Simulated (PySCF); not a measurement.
## Relaxation of sextet RuF₂⁺

Method: UPBE0/[Ru def2-TZVP with ECP28, F def2-TZVP], scalar-relativistic core potentials, density fitting, no spin–orbit coupling, PySCF. A (50,194) grid was used.

A hand-made bent start, of C2v symmetry, held to at least that symmetry:

```xyz
3
charge 1 multiplicity 6, angstrom
Ru    0.0000    0.0000   -0.2885
F     1.5172    0.0000    0.7739
F    -1.5172    0.0000    0.7739
```

Optimiser trace:
| step | E − E(last) (kJ/mol) | largest gradient (Eh/bohr) |
| --- | --- | --- |
| 0 | 30.83 | 0.01995 |
| 1 | 23.62 | 0.01175 |
| 2 | 8.24 | 0.01946 |
| 3 | 4.00 | 0.01156 |
| 4 | 0.86 | 0.00625 |
| 5 | 0.62 | 0.00651 |
| 6 | 0.05 | 0.00072 |
| 7 | 0.01 | 0.00072 |
| 8 | 0.00 | 0.00007 |

It ends at C2v with Ru–F 1.821 Å (×2); F–Ru–F 159.8°. A frequency run shows a minimum. Other isomers or separated fragments may lie lower.

Final geometry:
Coordinates in bohr (charge 1 multiplicity 6):
```
Ru    0.0000    0.0000   -0.1638
F     3.3879    0.0000    0.4393
F    -3.3879    0.0000    0.4393
```

Other spin states or occupations of the open shell can lie lower. At this level a quartet minimum of D∞h symmetry lies 13 kJ/mol below this structure.

The relaxation took of the order of 4 core-minutes on a shared host.
